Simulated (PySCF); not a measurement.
A PySCF script (with the pyscf-properties extension) for the NMR shieldings of SMILES C#CC[S@+](C)[B@@H-](C)Cl, C$_{5}$H$_{10}$BClS, on a GFN2-xTB geometry:

```python
import basis_set_exchange as bse
import numpy as np
from pyscf import gto, dft
from pyscf.prop import nmr

atoms = """
C     3.577492    0.341296    0.215084
C     2.407195    0.578646    0.123728
C     0.995304    0.819262    0.020557
S     0.025688   -0.495476    0.871983
C     0.578763   -1.918766   -0.104655
B    -1.827868   -0.169836    0.045825
C    -2.350403    1.225426    0.645908
Cl   -1.541891   -0.114117   -1.765727
H     4.608304    0.161606    0.286272
H     0.659188    0.832398   -1.019890
H     0.724238    1.751931    0.516236
H     0.246968   -1.785712   -1.131848
H     0.123924   -2.803149    0.329645
H     1.661031   -1.978950   -0.043013
H    -2.407846   -1.151150    0.360857
H    -1.812258    2.090245    0.260206
H    -3.399699    1.376393    0.398022
H    -2.276888    1.246270    1.732496
"""
names = dict.fromkeys(["C", "S", "B", "Cl", "H"], "pcSseg-1")
basis = {el: gto.basis.parse(bse.get_basis(n, elements=[el], fmt="nwchem")) for el, n in names.items()}
mol = gto.M(atom=atoms, basis=basis, charge=0, verbose=0)
mf = dft.RKS(mol, xc="PBE0")
mf.grids.level = 2
mf.grids.alignment = dft.numint.BLKSIZE   # the property module wants whole blocks of grid points
mf.conv_tol = 1e-9
mf.kernel()

calc = nmr.RKS(mf)   # GIAO
C = mf.mo_coeff
Co = C[:, mf.mo_occ > 0]
resp = mf.gen_response(singlet=True, hermi=2)
def vind(x):   # induced exchange potential for any number of trial vectors
    d = np.einsum("pi,xij,qj->xpq", C, 2 * x.reshape(-1, C.shape[1], Co.shape[1]), Co, optimize=True)
    return np.einsum("xpq,pi,qj->xij", resp(d - d.transpose(0, 2, 1)), C, Co, optimize=True).ravel()
mo1, _ = nmr.rhf.solve_mo1(calc, with_cphf=vind)
sigma = calc.kernel(mo1)
for i, s in enumerate(sigma):   # ppm
    print("%2d %-2s %9.2f" % (i, mol.atom_pure_symbol(i), np.trace(s) / 3))
```

Problem. What does it print?

Solution. 
```
 0 C     104.26
 1 C     105.70
 2 C     160.77
 3 S     464.70
 4 C     164.57
 5 B     100.92
 6 C     180.40
 7 Cl    958.59
 8 H      29.91
 9 H      27.53
10 H      28.70
11 H      28.64
12 H      29.82
13 H      29.27
14 H      28.01
15 H      31.84
16 H      30.93
17 H      31.72
```

These numbers come from an equivalent density-fitted implementation of the same equations, which agrees with the script to about 0.01 ppm for H and up to a few tenths of a ppm for heavy atoms, so last digits may differ.

Size and cost of the density-fitted run: 200 basis functions, 48 s wall time on 1 thread of an Arm Neoverse V2, shared host; peak memory 0.9 GiB.
